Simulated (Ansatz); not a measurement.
Basis-set extrapolation for `[CH3][Al]([CH3])[F]` (PBE0-D4/def2-TZVP geometry, frozen core, the Gaussian-basis code of Ansatz). Multiplicity 1, RHF reference.

|  | def2-TZVPP | def2-QZVPP |
| --- | --- | --- |
| HF | -420.765778 | -420.781964 |
| MP2 correlation | -0.689818 | -0.743141 |
| CCSD(T) correlation | -0.747581 | not run |

Energies in hartree. Use E(X) = E(∞) + A·exp(−7.88·√X) for Hartree–Fock and E(X) = E(∞) + B·X^(−2.97) for correlation, with X = 3 and 4, and add CCSD(T) minus MP2 of the smaller set to the MP2 limit.

Problem. What is the CCSD(T) energy at the basis-set limit?

Solution. HF limit: -420.781964 + (-0.016186) × 0.13774 = -420.78419. MP2 limit: -0.743141 + (-0.053323) × 0.74074 = -0.78264. Higher-order term: -0.747581 − (-0.689818) = -0.05776. Total: -421.62459 hartree, 69.8 kcal/mol below CCSD(T)/def2-TZVPP.
